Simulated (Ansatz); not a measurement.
Ansatz (a first-principles code) input (PBE/6-31G* with LANL2DZ past Ar): The .json file joins the Basis Set Exchange's 6-31G* for atoms up to Ar and LANL2DZ past it.

Ansatz 0.2 input:
```yaml
crystal:
  periodic: [false, false, false]
  atoms:
    - {symbol: C, position_ang: [2.69632600, 0.26520300, -0.05900100]}
    - {symbol: C, position_ang: [1.36091900, 0.01069500, -0.07398100]}
    - {symbol: O, position_ang: [0.73475700, -1.07213000, -0.42679000]}
    - {symbol: O, position_ang: [0.44736900, 0.96162800, 0.31953600]}
    - {symbol: Ge, position_ang: [-1.09693300, -0.03594900, 0.04982200]}
    - {symbol: H, position_ang: [3.39216700, -0.49866400, -0.37293400]}
    - {symbol: H, position_ang: [3.06621800, 1.22645800, 0.26483100]}
    - {symbol: H, position_ang: [-1.48024800, -1.17765700, 1.03339200]}
    - {symbol: H, position_ang: [-1.61878800, -0.30813700, -1.38941900]}
    - {symbol: H, position_ang: [-2.05796200, 1.13700900, 0.52573700]}
basis:
  gaussian:
    orbitals: 6-31Gs+LANL2DZ.json
hamiltonian:
  xc: {name: PBE}
total_charge: -1
output: {forces: true}
```

Output:

```
Functional definition: PBE
integrals: 0.03 GiB planned
958 factors; their error is unknown
mean field: 0.18 GiB planned
mean field evaluation 1: about -6340.1856 eV, gradient 4.8e1 eV
mean field evaluation 2: about -6327.3407 eV, gradient 8.1e1 eV
mean field evaluation 4: about -6345.2777 eV, gradient 8.4e0 eV
mean field evaluation 8: about -6345.4215 eV, gradient 5.6e-2 eV
mean field evaluation 16: about -6345.3580 eV, gradient 1.3e-5 eV
mean field -6345.35798120 eV, -233.1876047709 hartree, gradient 1.3e-5 eV, S^2 0.000000; 0 other end points of the search recorded, 0 dependent functions left out
the calculation of the forces begins
reference -6345.35801502 eV, -233.1876060139 hartree; 19, 19 occupied and 59, 59 virtual orbitals, 958 factors
Total energy: -6345.35801502 eV, -233.1876060139 hartree
Atom 0 at     2.696326     0.265203    -0.059001 Å, force     0.224593     0.083194     0.017015 eV/Å
Atom 1 at     1.360919     0.010695    -0.073981 Å, force    -0.099004    -0.033918    -0.006512 eV/Å
Atom 2 at     0.734757    -1.072130    -0.426790 Å, force    -0.348722    -0.832829    -0.278953 eV/Å
Atom 3 at     0.447369     0.961628     0.319536 Å, force    -0.116012     1.019816     0.372634 eV/Å
Atom 4 at    -1.096933    -0.035949     0.049822 Å, force     0.672380    -0.119777    -0.081434 eV/Å
Atom 5 at     3.392167    -0.498664    -0.372934 Å, force     0.295096    -0.279161    -0.117062 eV/Å
Atom 6 at     3.066218     1.226458     0.264831 Å, force     0.183726     0.369852     0.122230 eV/Å
Atom 7 at    -1.480248    -1.177657     1.033392 Å, force    -0.276087    -0.314491     0.220352 eV/Å
Atom 8 at    -1.618788    -0.308137    -1.389419 Å, force    -0.308155    -0.113226    -0.340447 eV/Å
Atom 9 at    -2.057962     1.137009     0.525737 Å, force    -0.227815     0.220541     0.092176 eV/Å
Dipole moment:    -0.675723    -0.005896     0.036523 e Å
```

The dipole moment of an ion depends on the origin.

The geometry given is a B3LYP-D3(BJ)/def2-TZVP minimum.
